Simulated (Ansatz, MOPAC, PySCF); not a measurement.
Isomers of C2H8Si: 1 is C[SiH2]C, 2 is CC[SiH3]; one conformer of each (the lowest of an xTB search), B3LYP-D3(BJ)/def2-TZVP minima.
Isomer 1 (charge 0, multiplicity 1):
```xyz
11

C      1.562    -0.223     0.135
Si    -0.052     0.730     0.033
C     -1.515    -0.430    -0.164
H      2.412     0.452     0.247
H      1.721    -0.817    -0.768
H      1.559    -0.904     0.989
H     -0.004     1.667    -1.120
H     -0.227     1.544     1.264
H     -1.418    -1.027    -1.074
H     -1.584    -1.117     0.682
H     -2.453     0.124    -0.225
```
Isomer 2 (charge 0, multiplicity 1):
```xyz
11

C      1.246     0.306    -0.814
C      0.262    -0.661    -0.144
Si    -1.356     0.148     0.372
H      2.171    -0.199    -1.100
H      0.818     0.745    -1.718
H      1.513     1.128    -0.146
H      0.030    -1.491    -0.818
H      0.718    -1.111     0.742
H     -1.097     1.248     1.335
H     -2.261    -0.837     1.013
H     -2.045     0.724    -0.810
```

No zero-point or thermal terms.

Correlated levels freeze the cores. Rows in STO-3G carry no dispersion term and start afresh at each structure. The state that PM3 reach isn't checked.

Programs: Ansatz (Gaussian basis) for Hartree–Fock, density functionals and correlated methods; MOPAC for PM3 (differences of heats of formation); PySCF for STO-3G rows. 

**Question.** One of these levels gives 0.442 eV for the electronic energy of isomer 2 less that of isomer 1. Which one is it?
A. HF/STO-3G
B. MP2/cc-pV(D+d)Z
C. PM3

**Answer.** B, MP2/cc-pV(D+d)Z. The others give 0.495 (PM3), 0.552 (HF/STO-3G)

Ansatz is a quantum-chemistry and plane-wave program.
